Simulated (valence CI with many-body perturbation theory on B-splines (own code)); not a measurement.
Ag XLIII: electric-dipole lines

Level of theory: valence CI with perturbative core correlation (CI+MBPT): three valence electrons over a frozen Dirac-Fock core [He], a basis of 11 s, 11 p, 10 d, 8 f, 5 g, 2 h functions for each j, with the one-electron correlation potential Σ1 (screened to all orders), the two-electron term Σ2, the three-electron term Σ3, Breit, model QED; selected single and double excitations, second order for the rest, scaled by the run's own slope (own B-spline code, finite nucleus).

The last digits are not significant, and no measured levels were compared; by estimate large intervals hold to a few tenths of a per cent, small ones and those within an open d or f shell to about a per cent.

Lines 101 to 150 of 522 in falling wavelength, among levels below 5520.0 eV, chosen from the strongest by gf and those to the six lowest levels. Wavelengths and rates use the calculated energies. Electric multipoles are in the length gauge, E1 and E2 with the static RPA response of the core. Weak lines are less certain than strong ones. Lines between different terms over intervals too small for the method are left out, as are lines whose strength nearly cancels. The highest levels of a list are the least certain.

Levels are named by their leading jj configuration (3d3/2^4 stands for four electrons in 3d with j = 3/2), which in mixed levels can hold well under half, so a name can repeat and another be missing. Letters in brackets count levels of one name in rising energy.

| λ vac (nm) | Upper | Lower | A (s⁻¹) | S (a.u.) |
| --- | --- | --- | --- | --- |
| 4.163 | (2p3/2^2 3s) J=5/2 | (2s 2p3/2 3s) J=3/2 [b] | 1.22e+11 | 2.61e-02 |
| 4.157 | (2p3/2^2 3p3/2) J=7/2 | (2s 2p3/2 3p3/2) J=5/2 [b] | 1.02e+11 | 2.90e-02 |
| 4.152 | (2p3/2^2 3p1/2) J=5/2 | (2s 2p3/2 3p1/2) J=3/2 [b] | 8.05e+10 | 1.71e-02 |
| 4.042 | (2s 2p3/2^2) J=5/2 | (2s^2 2p3/2) J=3/2 | 5.50e+10 | 1.07e-02 |
| 3.978 | (2p1/2 2p3/2^2) J=3/2 | (2s 2p1/2 2p3/2) J=1/2 | 1.25e+11 | 1.55e-02 |
| 3.943 | (2p1/2 2p3/2^2) J=3/2 | (2s 2p1/2 2p3/2) J=3/2 [b] | 2.80e+10 | 3.39e-03 |
| 3.766 | (2p3/2^2 3d5/2) J=7/2 | (2s 2p3/2 3d5/2) J=7/2 [a] | 8.99e+10 | 1.90e-02 |
| 3.739 | (2p3/2^3) J=3/2 | (2s 2p3/2^2) J=3/2 | 3.73e+11 | 3.85e-02 |
| 3.735 | (2p1/2 2p3/2^2) J=5/2 | (2s 2p1/2 2p3/2) J=3/2 [b] | 1.40e+11 | 2.16e-02 |
| 3.728 | (2p1/2 2p3/2 3d5/2) J=9/2 | (2s 2p1/2 3d5/2) J=7/2 | 1.06e+11 | 2.72e-02 |
| 3.715 | (2p1/2 2p3/2 3d5/2) J=7/2 [a] | (2s 2p1/2 3d5/2) J=5/2 [a] | 1.17e+11 | 2.37e-02 |
| 3.714 | (2p1/2 2p3/2 3p3/2) J=7/2 | (2s 2p1/2 3p3/2) J=5/2 | 1.36e+11 | 2.74e-02 |
| 3.712 | (2p3/2^2 3d5/2) J=5/2 [b] | (2s 2p3/2 3d5/2) J=5/2 [b] | 1.57e+11 | 2.38e-02 |
| 3.683 | (2p1/2 2p3/2 3p3/2) J=5/2 [a] | (2s 2p1/2 3p3/2) J=3/2 [a] | 1.22e+11 | 1.80e-02 |
| 3.669 | (2p3/2^2 3p3/2) J=5/2 | (2s 2p3/2 3p3/2) J=5/2 [a] | 1.22e+11 | 1.79e-02 |
| 3.668 | (2s 2p3/2 3d5/2) J=7/2 [b] | (2s^2 3d5/2) J=5/2 | 1.93e+11 | 3.77e-02 |
| 3.648 | (2p1/2 2p3/2 3d3/2) J=7/2 | (2s 2p1/2 3d3/2) J=5/2 | 1.04e+11 | 1.99e-02 |
| 3.631 | (2s 2p3/2 4p3/2) J=5/2 [b] | (2s^2 4p3/2) J=3/2 | 2.41e+11 | 3.42e-02 |
| 3.630 | (2p1/2 2p3/2 3p1/2) J=3/2 [b] | (2s 2p1/2 3p1/2) J=1/2 [b] | 1.46e+11 | 1.38e-02 |
| 3.624 | (2s 2p3/2 3d3/2) J=5/2 [b] | (2s^2 3d3/2) J=3/2 | 1.70e+11 | 2.40e-02 |
| 3.622 | (2p3/2^2 3s) J=1/2 | (2s 2p3/2 3s) J=3/2 [b] | 3.08e+11 | 1.44e-02 |
| 3.612 | (2s 2p3/2 3p3/2) J=5/2 [b] | (2s^2 3p3/2) J=3/2 | 1.80e+11 | 2.51e-02 |
| 3.607 | (2s 2p3/2 4p1/2) J=3/2 [b] | (2s^2 4p1/2) J=1/2 | 2.37e+11 | 2.19e-02 |
| 3.605 | (2s 2p3/2 4s) J=3/2 [b] | (2s^2 4s) J=1/2 | 2.24e+11 | 2.07e-02 |
| 3.602 | (2p3/2^2 3d5/2) J=5/2 [b] | (2s 2p3/2 3d5/2) J=7/2 [b] | 1.86e+11 | 2.58e-02 |
| 3.595 | (2p1/2 2p3/2 3s) J=5/2 | (2s 2p1/2 3s) J=3/2 | 1.66e+11 | 2.29e-02 |
| 3.594 | (2p1/2 2p3/2 3p1/2) J=5/2 | (2s 2p1/2 3p1/2) J=3/2 | 1.47e+11 | 2.02e-02 |
| 3.561 | (2s 2p3/2 3d5/2) J=5/2 [b] | (2s^2 3d5/2) J=5/2 | 2.48e+11 | 3.32e-02 |
| 3.551 | (2s 2p3/2 3s) J=3/2 [b] | (2s^2 3s) J=1/2 | 2.48e+11 | 2.19e-02 |
| 3.544 | (2s 2p3/2 3p1/2) J=3/2 [b] | (2s^2 3p1/2) J=1/2 | 1.57e+11 | 1.38e-02 |
| 3.539 | (2s 2p3/2 3d3/2) J=3/2 [b] | (2s^2 3d3/2) J=3/2 | 1.51e+11 | 1.32e-02 |
| 3.533 | (2s 2p3/2 3d5/2) J=3/2 [b] | (2s^2 3d5/2) J=5/2 | 2.91e+11 | 2.54e-02 |
| 3.531 | (2p3/2^2 3s) J=3/2 | (2s 2p3/2 3s) J=3/2 [a] | 1.74e+11 | 1.51e-02 |
| 3.502 | (2p3/2^2 3p3/2) J=7/2 | (2s 2p3/2 3p3/2) J=7/2 | 1.54e+11 | 2.61e-02 |
| 3.498 | (2p3/2^2 3p1/2) J=3/2 | (2s 2p3/2 3p1/2) J=3/2 [a] | 1.64e+11 | 1.39e-02 |
| 3.497 | (2p3/2^2 3p1/2) J=5/2 | (2s 2p3/2 3p1/2) J=5/2 | 1.66e+11 | 2.10e-02 |
| 3.489 | (2p3/2^2 3d5/2) J=9/2 | (2s 2p3/2 3d5/2) J=9/2 | 1.41e+11 | 2.96e-02 |
| 3.489 | (2p3/2^2 3d3/2) J=7/2 | (2s 2p3/2 3d3/2) J=7/2 | 1.24e+11 | 2.09e-02 |
| 3.468 | (2p1/2 2p3/2^2) J=3/2 | (2s 2p1/2 2p3/2) J=5/2 | 2.77e+10 | 2.28e-03 |
| 3.459 | (2s 2p1/2 2p3/2) J=3/2 [b] | (2s^2 2p1/2) J=1/2 | 2.45e+11 | 2.00e-02 |
| 3.449 | (2p3/2^2 3s) J=5/2 | (2s 2p3/2 3s) J=5/2 | 1.58e+11 | 1.92e-02 |
| 3.433 | (2s 2p1/2 2p3/2) J=1/2 | (2s^2 2p1/2) J=1/2 | 3.48e+11 | 1.39e-02 |
| 3.399 | (2p1/2 2p3/2^2) J=1/2 | (2s 2p1/2 2p3/2) J=3/2 [b] | 3.47e+11 | 1.35e-02 |
| 3.358 | (2s 2p3/2^2) J=1/2 | (2s^2 2p3/2) J=3/2 | 2.92e+11 | 1.09e-02 |
| 3.348 | (2s 2p3/2^2) J=3/2 | (2s^2 2p3/2) J=3/2 | 4.70e+11 | 3.48e-02 |
| 3.339 | (2p1/2^2 2p3/2) J=3/2 | (2s 2p1/2^2) J=1/2 | 1.75e+11 | 1.29e-02 |
| 3.306 | (2p1/2 2p3/2^2) J=5/2 | (2s 2p1/2 2p3/2) J=5/2 | 1.72e+11 | 1.84e-02 |
| 3.223 | (2p1/2 2p3/2^2) J=3/2 | (2s 2p1/2 2p3/2) J=3/2 [a] | 2.06e+11 | 1.36e-02 |
| 1.028 | (2s 2p3/2 4f7/2) J=5/2 | (2s 2p3/2 3d3/2) J=3/2 [b] | 2.46e+12 | 7.90e-03 |
| 1.018 | (2s 2p1/2 4p3/2) J=5/2 | (2s 2p1/2 3d5/2) J=7/2 | 1.24e+12 | 3.88e-03 |
